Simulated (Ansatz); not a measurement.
Ag₃H₄, relaxed as a doublet with UKS PBE0-D4/def2-TZVP in Ansatz, starting from the GFN1-xTB geometry. Force threshold 0.02 eV/Å.

In the def2 sets Ag takes a core potential; there is no spin–orbit coupling. The structure comes from a short search, and lower isomers may exist.

Start:

```
atom    x (Å)    y (Å)    z (Å)
 Ag1  -0.5844   0.1529  -0.8715
 Ag2  -0.8081   0.9302   1.6281
 Ag3   1.3452  -0.5640   0.9594
  H4  -0.5933  -0.2551  -2.3419
  H5  -1.9210   0.7988  -1.1794
  H6   0.8607  -0.5596  -0.6512
  H7   1.7009  -0.5032   2.4565
```

```tsv
step	energy (eV)	largest force component (eV/Å)	SCF passes
1	-12061.9191	1.391	21
2	-12062.2755	0.363	30
3	-12062.3731	0.316	30
4	-12062.4800	0.492	28
5	-12062.7660	1.126	28
6	-12063.3608	1.731	26
7 (rejected)	-12062.4962	13.099	30
8	-12063.6016	0.752	26
9	-12063.7004	0.653	27
10	-12063.7263	0.262	26
11	-12063.7457	0.165	27
12	-12063.7479	0.101	27
13	-12063.7537	0.029	27
14	-12063.7539	0.012	28
```

Force components are those of the run's own axes.

End:

```csv
atom,x (Å),y (Å),z (Å)
Ag1,-0.387,0.061,-0.640
Ag2,-0.406,0.713,2.151
Ag3,1.607,-0.674,1.021
H4,-1.470,0.261,-2.498
H5,-1.904,0.625,-1.981
H6,1.258,-0.860,-0.707
H7,1.302,-0.125,2.655
```

Bonds formed: Ag2–H7 (atoms count from 1).

No frequencies were taken in this run, so the end may be a saddle point.

Hardware: 4 threads of Arm Neoverse N1 on a shared host. Wall time 88 s.
